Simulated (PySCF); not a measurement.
Simulation results for CH6B2Ge, CH8B2Ge

Computed with PySCF 2.14.0. Calculation on a computer-drawn molecule: the log of a Hartree-Fock and frozen-core CCSD(T) single point meant for a local Hartree-Fock minimum, with one planted fault or none, to be diagnosed. Offsets are logged minus clean, where the clean run is the same molecule without the fault. The reference is restricted for singlets and unrestricted otherwise, and also for a bond in bohr or an excited solution. Adding or removing an electron swaps singlet and doublet. The excited solution moves the top pair (singlet) or top alpha electron (doublet) to the lowest empty orbital. Highest occupied and lowest empty are orbital energies over both spins, largest force is the largest gradient component, triples share is (T) over the correlation energy, the T1 limit is 0.02 restricted and 0.045 unrestricted, electrons count all cores, a negative frequency is imaginary (commonest isotopes), and the dipole is about the centre of nuclear charge; on germanium a core potential holds 10 electrons, which the energies leave out, and 3d is frozen in MP2 and coupled-cluster steps.

Common to all runs: meant charge 0; meant multiplicity 1; meant basis cc-pVDZ; meant basis and core potential on germanium cc-pVDZ-PP ECP10MDF; logged SCF converged yes; possible faults no fault, one electron removed, one electron added, multiplicity raised by two, geometry at a saddle point, SCF held on an excited solution, minimal basis STO-3G, one bond length entered in bohr, all coordinates scaled.

(1) 
```xyz
10
formula=CH6B2Ge logged_electrons=54 logged_basis_functions=95 logged_spin_squared=0 logged_highest_occupied=-8.1197 logged_lowest_empty=0.73801 logged_largest_force=0.014261 logged_T1_diagnostic=0.017735 logged_D1_diagnostic=0.055225 logged_triples_share=0.030434 logged_CC_converged=yes logged_dipole_magnitude=0.67672 logged_SCF_stable_within_its_kind=yes logged_energy_HF=-384.02569 logged_energy_CCSD(T)=-384.48769 planted_fault=all_coordinates_scaled,by_+2.2_% HF_energy_offset_from_clean_run=2.132 CCSD(T)_energy_offset_from_clean_run=0.7427
B     -3.4678    -0.1249     1.8002
B     -2.4022    -1.1036     0.9036
Ge    -0.8940    -2.4349     1.6596
C      0.6328    -1.0499     1.6928
H     -3.1800     1.0374     2.0850
H     -4.5410    -0.5535     2.2227
H     -2.4723    -1.1279    -0.3303
H      1.6228    -1.5559     1.7776
H      0.4840    -0.4217     2.6098
H      0.6434    -0.3620     0.8132
```

Units: logged_highest_occupied, logged_lowest_empty in eV; logged_largest_force in hartree/bohr; logged_dipole_magnitude in debye; logged_energy_HF, logged_energy_CCSD(T) in hartree; HF_energy_offset_from_clean_run, CCSD(T)_energy_offset_from_clean_run in kcal/mol.

Drawn bonds:
```
atom  other atom  order
   1           2      1
   2           3      1
   3           4      1
   1           5      1
   1           6      1
   2           7      1
   4           8      1
   4           9      1
   4          10      1
```

(2) 
```xyz
12
formula=CH8B2Ge logged_electrons=56 logged_basis_functions=105 logged_spin_squared=0 logged_highest_occupied=-4.4109 logged_lowest_empty=-3.4355 logged_largest_force=0.13101 logged_CC_converged=no logged_dipole_magnitude=5.2989 logged_SCF_stable_within_its_kind=no logged_energy_HF=-384.79117 planted_fault=SCF_held_on_an_excited_solution HF_energy_offset_from_clean_run=273.3
B     -0.2643    -0.2273     1.8060
B      0.2846    -0.3434     0.2270
C      1.7844    -0.1746    -0.2552
Ge    -1.1607    -0.8322    -1.2350
H     -0.7139     0.8024     2.2397
H     -0.2871    -1.1807     2.5412
H      2.2102    -1.1897    -0.2309
H      1.8940     0.1789    -1.2832
H      2.4044     0.4408     0.4010
H     -1.3881     0.3859    -2.1476
H     -0.6639    -1.9864    -2.1224
H     -2.5295    -1.2419    -0.6684
```

Units: logged_highest_occupied, logged_lowest_empty in eV; logged_largest_force in hartree/bohr; logged_dipole_magnitude in debye; logged_energy_HF in hartree; HF_energy_offset_from_clean_run in kcal/mol.

Drawn bonds:
```
atom  other atom  order
   1           2      1
   2           3      1
   2           4      1
   1           5      1
   1           6      1
   3           7      1
   3           8      1
   3           9      1
   4          10      1
   4          11      1
   4          12      1
```

Notes: CCSD not converged.

(3) 
```xyz
12
formula=CH8B2Ge logged_electrons=56 logged_basis_functions=105 logged_spin_squared=2.0372 logged_highest_occupied=-6.4432 logged_lowest_empty=-1.2056 logged_largest_force=0.0369 logged_T1_diagnostic=0.020187 logged_D1_diagnostic=0.099872 logged_triples_share=0.028629 logged_CC_converged=yes logged_dipole_magnitude=0.99893 logged_SCF_stable_within_its_kind=yes logged_energy_HF=-385.09781 logged_energy_CCSD(T)=-385.58314 planted_fault=multiplicity_raised_by_two HF_energy_offset_from_clean_run=80.92 CCSD(T)_energy_offset_from_clean_run=83.22
B     -0.2643    -0.2273     1.8060
B      0.2846    -0.3434     0.2270
C      1.7844    -0.1746    -0.2552
Ge    -1.1607    -0.8322    -1.2350
H     -0.7139     0.8024     2.2397
H     -0.2871    -1.1807     2.5412
H      2.2102    -1.1897    -0.2309
H      1.8940     0.1789    -1.2832
H      2.4044     0.4408     0.4010
H     -1.3881     0.3859    -2.1476
H     -0.6639    -1.9864    -2.1224
H     -2.5295    -1.2419    -0.6684
```

Units: logged_highest_occupied, logged_lowest_empty in eV; logged_largest_force in hartree/bohr; logged_dipole_magnitude in debye; logged_energy_HF, logged_energy_CCSD(T) in hartree; HF_energy_offset_from_clean_run, CCSD(T)_energy_offset_from_clean_run in kcal/mol.

Drawn bonds:
```
atom  other atom  order
   1           2      1
   2           3      1
   2           4      1
   1           5      1
   1           6      1
   3           7      1
   3           8      1
   3           9      1
   4          10      1
   4          11      1
   4          12      1
```
